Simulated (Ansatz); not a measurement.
CH$_{9}$BSSi$_{2}$, relaxed with RKS PBE0-D4/def2-TZVP in Ansatz 0.2.0 from a PBE-D4/def2-SVP geometry. The force threshold is 0.005 eV/Å; the program also tests the step.

Charge 0, multiplicity 1. The bonds changed during the relaxation, so this is another structure than the one it started from.

Start:

```xyz
14

B     0.122   -0.945   -1.878
Si    0.205    0.217   -0.281
C     1.834    0.785    0.497
Si   -1.673    0.828    0.993
S     0.186   -2.107   -0.195
H     1.201   -1.105   -2.423
H    -0.913   -1.104   -2.495
H     1.872    0.592    1.587
H     2.689    0.280    0.004
H     1.949    1.878    0.336
H    -2.851   -0.011    0.565
H    -2.017    2.279    0.772
H    -1.449    0.622    2.470
H    -1.155   -2.210    0.048
```

Problem. How much energy does the relaxation release, and in how many steps? (Best estimate.)

Solution. The calculation gave: 5.80 kJ/mol, in 8 steps.

Problem. Which bonds change most? (Best estimate.)

Solution. The calculation gave: Si2–S5 from 2.325 to 2.268 Å; S5–H14 from 1.366 to 1.344 Å; Si2–C3 from 1.893 to 1.872 Å; B1–H7 from 1.215 to 1.194 Å.

Problem. Give the relaxed structure. (Best estimate.)

Solution. Ansatz gave: 
```xyz
14

B     0.115   -0.907   -1.865
Si    0.209    0.187   -0.243
C     1.828    0.768    0.496
Si   -1.673    0.819    0.984
S     0.201   -2.080   -0.194
H     1.163   -1.074   -2.423
H    -0.915   -1.073   -2.445
H     1.873    0.603    1.574
H     2.665    0.254    0.019
H     1.943    1.840    0.310
H    -2.824   -0.020    0.551
H    -2.003    2.249    0.736
H    -1.468    0.635    2.447
H    -1.115   -2.200    0.052
```
